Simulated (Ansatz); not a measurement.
Z-matrix (Å, degrees):
```
Hf
F 1 1.881
I 1 2.698 2 109.5
I 1 2.698 2 109.5 3 121.9
F 1 1.881 2 107.9 3 -119.1
```

The species carries charge 0 and has multiplicity 1. Hf, I: def2 effective core potential.

Task: List the CAM-B3LYP/def2-TZVPP orbital energies in eV (Ansatz 0.2.0). (An estimate is asked.)

Result: Ansatz gave: Occupied: -674.02, -674.02, -188.50, -188.50, -134.63, -134.63, -134.56, -134.56, -134.55, -134.55, -71.90, -54.31, -54.31, -54.27, -54.27, -54.26, -54.26, -54.19, -54.19, -54.19, -54.19, -40.91, -40.54, -40.06, -33.90, -33.47, -21.41, -21.24, -15.19, -15.05, -14.63, -14.57, -14.41, -14.00, -11.20, -10.53, -10.03, -9.68, -9.60, -9.32. Lowest empty: -1.15, -0.69, -0.44, 0.02, 0.12, 0.35, 2.55, 2.79.
